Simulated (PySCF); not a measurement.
## NdF: one state, many levels of theory

State: sextet, about 4.0 electrons in the 4f shell (Mulliken), real f orbitals that mix terms. Set-up: Nd x2c-SVPall, F x2c-SVPall; spin-free X2C with a Gaussian nucleus (PySCF 2.14). De refers to Nd (4f4 6s2) + F in their high-spin ground configurations, without counterpoise correction. The functionals are run spin-unrestricted. A positive dipole means Nd(−)F(+).

| Level | Re (Å) | ωe (cm⁻¹) | De (eV) | μ (D) | CPU s a point (SCF and correlation, without the integrals) |
| --- | --- | --- | --- | --- | --- |
| UHF | 2.127 | 500 | n/a | -3.46 | 2.3 |
| UHF-MP2 | 2.061 | 533 | n/a | n/a | 4.2 |
| UHF-SCS-MP2 | 2.077 | 525 | n/a | n/a | n/a |
| PBE | 2.056 | 534 | 6.51 | -2.56 | 12 |
| r²SCAN | 2.064 | 534 | 6.49 | -2.81 | 9.4 |
| TPSSh | 2.061 | 534 | 6.24 | -2.72 | 9.1 |
| PBE0 | 2.062 | 531 | 6.05 | -2.93 | 7.9 |
| M06 | 2.069 | 527 | 5.76 | -2.94 | 22 |
| HSE06 | 2.065 | 531 | 6.05 | -2.97 | 13 |

Problem. What does a quarter of exact exchange do here, going from PBE to PBE0?

Solution. PBE0 less PBE: +0.6 pm in Re, -0.6 % in ωe, -0.46 eV in De. Exact exchange removes part of the self-interaction that spreads semilocal densities, and in most molecules shortens and stiffens the bond and lowers De; here Re and ωe go the other way.

Problem. What does the step from GGA to meta-GGA do here, going from PBE to r²SCAN?

Solution. r²SCAN less PBE: +0.8 pm in Re, +0.0 % in ωe, -0.02 eV in De. 

Correlated steps freeze 19 core orbitals. Spin–orbit coupling is left out, which matters for elements this heavy, above all for dissociation energies. Counting both spins, an empty level lies below a filled one in some of these solutions, because spin and occupation are held. The state is the lowest single determinant that the PBE0 search found; with open d or f shells the true ground state can be another one.

The whole job (state search and all levels along the bond) took about 18 min on 2 threads of Arm Neoverse V1 (shared host), peak memory 4.3 GiB.
